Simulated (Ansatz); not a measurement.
Correlation energies of C$_{3}$H$_{12}$GaP (`[CH3][Ga-]([CH3])([CH3])[PH3+]`) by basis set

```csv
atom,x (Å),y (Å),z (Å)
C1,-0.734,0.852,-1.806
Ga2,0.393,0.230,-0.286
C3,0.943,1.558,1.092
C4,1.513,-1.397,-0.537
P5,-1.546,-0.910,1.120
H6,-0.102,1.368,-2.536
H7,-1.505,1.558,-1.489
H8,-1.219,0.023,-2.328
H9,0.131,2.241,1.357
H10,1.304,1.081,2.007
H11,1.763,2.168,0.700
H12,1.850,-1.818,0.414
H13,2.408,-1.135,-1.110
H14,0.990,-2.179,-1.094
H15,-2.873,-0.904,0.637
H16,-1.483,-2.286,1.434
H17,-1.834,-0.449,2.423
```

Total charge 0; spin multiplicity 1. Correlated methods include outer-core shells of Ga, which these sets cover unevenly. Scalar relativity is left out up to krypton. The geometry is a stationary point of PBE0-D4/def2-TZVP. It is one conformer, not always the lowest. Frozen core, restricted reference, Ansatz 0.2.0.

```
     basis      HF (Eh)  MP2 corr.  CCSD corr.       (T)  CCSD(T) total
  def2-SVP  -2384.12776   -0.80158    -0.86961  -0.02598    -2385.02335
def2-TZVPP  -2384.62782   -0.96091           –         –              –
def2-QZVPP  -2384.68360   -1.25434           –         –              –
```
